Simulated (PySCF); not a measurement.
**Two-component Hartree-Fock for Ti⁺ (titanium, charge +1)**

Start: [Ar] 3d3; 3d5/2 filled at m_j = +1/2, +3/2, +5/2. Calculated with PySCF 2.14 in x2c-SVPall-2c with one added diffuse shell each of s, d type (6s5p4d1f, 48 functions): generalised Hartree-Fock with the X2C-1e Hamiltonian and a Gaussian nucleus; one run each with spin-orbit coupling (SO) switched off, then screened by Boettger's factors. This is a chosen level, not necessarily the ground level.

| spinor shell | electrons | ε, spin-free (eV) | ε, screened SO (eV) | weight of nominal j (screened SO) | rms radius, screened SO (bohr) |
| --- | --- | --- | --- | --- | --- |
| 1s1/2 | 2 | -5017.8 | -5017.8 | 1.000 | 0.0805 |
| 2s1/2 | 2 | -589.83 | -589.83 | 1.000 | 0.350 |
| 2p1/2 | 2 | -485.91 | -489.80 | 0.995 | 0.318 |
| 2p3/2 | 4 | -485.91 | -484.00 | 0.998 | 0.321 |
| 3s1/2 | 2 | -80.836 | -80.839 | 1.000 | 1.09 |
| 3p3/2 | 4 | -51.260 | -51.691 | 0.836 | 1.20 |
| 3p1/2 | 2 | -51.260 | -50.411 | 0.671 | 1.19 |
| 3d5/2 | 3 | -14.069 | -14.064 | 0.793 | 1.89 |

```csv
quantity,spin-free,screened SO
E (hartree),-852.39529,-852.39889
M_J,9/2,9/2
⟨J²⟩,24.757,24.757
⟨L²⟩,12.007,12.008
⟨S²⟩,3.750,3.750
```

Each row is a mean over spinors that exchange with the open shell spreads, by up to 8.018 eV (3p3/2).

Rows whose weight is well below 1 are mixtures of j = l ± 1/2: exchange outweighs spin-orbit coupling there, and the label is only the starting occupation.

Without spin-orbit coupling the j labels of p, d and f shells carry no meaning; the spin-free column gives the mean over the occupied spinors of each nl shell.
